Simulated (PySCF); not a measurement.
Bi⁷⁶⁺: ionisation energy

Bi⁷⁶⁺ [He] 2s2 2p3 [2p1/2^2 2p3/2^1, M_J = 3/2] → Bi⁷⁷⁺ [He] 2s2 2p2 [2p1/2^2, M_J = 0], as a difference of total energies. Computed with PySCF 2.14 in an even-tempered Gaussian basis (16 s from 67 bohr⁻², ratio 2.4; 13 p from 87 bohr⁻², ratio 2.4; 5 d from 290 bohr⁻², ratio 2.6; 4 f from 430 bohr⁻², ratio 2.6), with the two-component X2C-1e Hamiltonian. Correlated levels: nothing frozen; the 22 highest virtual spinors dropped. "Screened" scales the spin-orbit matrix elements by Boettger's factors to mimic the two-electron term; Breit and QED terms are absent.

```tsv
method	ionisation energy (eV)
GHF (spin-free)	22069.3
GMP2 (spin-free)	22069.6
GHF (screened spin-orbit)	21324.7
GMP2 (screened spin-orbit)	21325.1
```

For this ion Breit and QED terms and the two-electron picture change, all absent here, outweigh the correlation shift from GHF to GMP2.

The spin-free rows relax to the high-spin LS determinant and lack the spin-orbit shift.

The labels give the starting determinants; with spin-orbit coupling the two ends relaxed to ⟨J²⟩ = 3.75, ⟨L²⟩ = 2.64, ⟨S²⟩ = 1.45 and ⟨J²⟩ = 0.00, ⟨L²⟩ = 1.33, ⟨S²⟩ = 1.33.

For comparison: 21300 ± 110 eV (theoretical estimate listed by NIST; NIST Atomic Spectra Database, ionization energies).
